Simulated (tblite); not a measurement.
Compound: C4H4F3O2 (doublet state).
Z-matrix (Å and degrees, GFN2-xTB geometry), rows numbered from 1:
```
O 
C   1  1.1987
O   2  1.3437  1  125.50
C   3  1.3441  2  120.08  1    -0.34
C   4  1.4778  3  117.42  2   175.33
C   5  1.5359  4  111.66  3   -99.16
F   6  1.3404  5  111.41  4   179.61
F   6  1.3365  5  112.25  4    59.77
F   6  1.3375  5  112.12  4   -60.76
H   2  1.0974  1  125.98  3  -179.71
H   4  1.0779  3  118.74  2     3.15
H   5  1.0920  4  110.16  3    19.58
H   5  1.0934  4  111.25  3   142.03
```

Level: GFN2-xTB in tblite, geometry and Hessian alike; calculated harmonic values, unscaled, isolated species. The method is semi-empirical: single wavenumbers can be off by several per cent or more. One conformer, not necessarily the lowest. Open shells enter through the occupations alone, without spin polarisation, and single modes of such species can be off by tens of per cent.

Harmonic wavenumbers (cm⁻¹): 37.5, 42.0, 55.2, 192.7, 205.7, 282.6, 329.8, 338.5, 416.8, 472.1, 500.4, 516.0, 593.4, 747.9, 798.6, 870.3, 878.3, 989.5, 1061.5, 1081.7, 1120.1, 1142.2, 1172.4, 1192.0, 1249.6, 1309.0, 1341.2, 1404.3, 1735.6, 2887.4, 2965.2, 2999.4, 3106.1.

A = 3974, B = 764.7, C = 750.9 MHz; mass 141.016 u (most abundant isotopes); point group C1, symmetry number 1; spin multiplicity 2.

Zero-point energy?

Half the sum of the wavenumbers: 17018 cm⁻¹ = 48.66 kcal/mol.

Entropy at 350 K, 1 bar (ideal gas, RRHO, classical rotation)?

Translation 41.57, rotation 29.81, vibration 32.57, spin (R ln 2) 1.38: S = 105.3 cal/(mol K).

And Cp and H(350 K) − H(0)?

Cp = 37.46 cal/(mol K), of which vibrations give 29.51 (their classical limit is 33 R = 65.6); H(350 K) − H(0) = 8.30 kcal/mol without the zero-point energy, 5.52 from vibrations.

Blend soft modes into free rotors: weight 1/[1 + (100 cm⁻¹/ν̃)⁴] for the oscillator and the rest for a rotor with moment μB/(μ + B), μ = h/(8π²ν), B = 10⁻⁴⁴ kg m². What vibrational entropy results?

28.11 cal/(mol K) in place of 32.57, which changes −T·S at 350 K by +1.56 kcal/mol.

What must be added to the electronic energy to get the Gibbs energy at 350 K and 1 bar?

ZPE + [H(350 K) − H(0)] − T·S = 48.66 + 8.30 − 36.86 = 20.10 kcal/mol.

How do the functions run with temperature in this model?

| T (K) | S (cal/(mol K)) | Cp (cal/(mol K)) | H − H(0) (kcal/mol) | G − H(0) (kcal/mol) | ln q(vib) |
| --- | --- | --- | --- | --- | --- |
| 100 | 72.9 | 17.6 | 1.33 | -5.97 | 2.42 |
| 200 | 87.8 | 26.1 | 3.52 | -14.04 | 4.94 |
| 300 | 99.8 | 33.9 | 6.52 | -23.43 | 7.31 |
| 500 | 120.2 | 46.3 | 14.62 | -45.50 | 11.76 |
| 800 | 144.5 | 56.7 | 30.25 | -85.38 | 17.79 |
| 1000 | 157.7 | 60.8 | 42.02 | -115.64 | 21.38 |

q(vib) and H(0) count from the zero-point level.

Which modes carry the vibrational entropy at 350 K?

37.5 cm⁻¹: 5.70; 42.0 cm⁻¹: 5.48; 55.2 cm⁻¹: 4.94; 192.7 cm⁻¹: 2.50; 205.7 cm⁻¹: 2.38; 282.6 cm⁻¹: 1.80 cal/(mol K); the other 27 give 9.77 together.

Hindered rotation and anharmonicity are outside this model. Other conformers, if any are populated, would add a mixing term that is left out. The structure is chiral; the term R ln 2 for an equal mix with its mirror image is left out.
